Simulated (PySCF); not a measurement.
**Electron correlation in Zr²⁺ (zirconium, charge +2)**

[Kr] 4d2, high-spin 3F determinant. Computed with PySCF 2.14 in aug-cc-pVTZ-PP with ECP28MDF, with scalar relativity through the core potential. Frozen: 4s2 4p6; 2 electrons correlated.

With two correlated electrons CCSD is exact within the correlated space (frozen core and kept virtual orbitals).

```json
{"level": "CCSD", "correlation energy (mhartree)": "-4.67"}
```

Diagnostics: T1 = 0.0012, D1 = 0.0017, largest double amplitude 0.012.

**Question.** Is a single reference adequate?

**Answer.** Yes, within this model without spin-orbit coupling: T1 lies below 0.03 and no double amplitude reaches 0.07.
